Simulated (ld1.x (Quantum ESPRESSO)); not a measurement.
**u(r) = r·R(r): atom against pseudo-atom (N)**

Columns: radius, all-electron u(r) and pseudo u(r) of the 2p shell (level -7.20 eV) of nitrogen in the configuration [He] 2s1.75 2p3.25; PBE, scalar-relativistic, RRKJ scheme, ld1.x (Quantum ESPRESSO) 7.5.

| r (bohr) | all-electron | pseudo |
| --- | --- | --- |
| 0.088 | 0.0587 | 0.0220 |
| 0.175 | 0.1765 | 0.0845 |
| 0.262 | 0.3064 | 0.1804 |
| 0.350 | 0.4285 | 0.3001 |
| 0.438 | 0.5325 | 0.4291 |
| 0.525 | 0.6156 | 0.5519 |
| 0.612 | 0.6800 | 0.6583 |
| 0.700 | 0.7273 | 0.7413 |
| 0.788 | 0.7584 | 0.7960 |
| 0.875 | 0.7757 | 0.8235 |
| 0.962 | 0.7817 | 0.8288 |
| 1.050 | 0.7786 | 0.8178 |
| 1.138 | 0.7683 | 0.7964 |
| 1.225 | 0.7525 | 0.7700 |
| 1.312 | 0.7327 | 0.7418 |
| 1.400 | 0.7097 | 0.7134 |
| 1.487 | 0.6848 | 0.6858 |
| 1.575 | 0.6582 | 0.6583 |
| 1.662 | 0.6311 | 0.6311 |
| 1.750 | 0.6034 | 0.6034 |
| 1.838 | 0.5756 | 0.5756 |
| 1.925 | 0.5485 | 0.5485 |
| 2.012 | 0.5219 | 0.5219 |
| 2.100 | 0.4956 | 0.4956 |
| 2.188 | 0.4702 | 0.4702 |
| 2.275 | 0.4459 | 0.4459 |

(1) How many radial nodes do the two functions have?

(2) At about which radius was the pseudo-wave matched?

(3) Is the pseudo-wave norm-conserving?

Results:

(1) The all-electron 2p function has n − l − 1 = 0; the pseudo-wave has 0.

(2) 1.75 bohr. The columns agree to 0.0005 from 1.57 bohr on; several derivatives are matched, so the curves merge somewhat inside the radius.

(3) Yes: the RRKJ scheme keeps the norm inside the radius equal to the all-electron one, which fixes the energy derivative of the logarithmic derivative at the level.
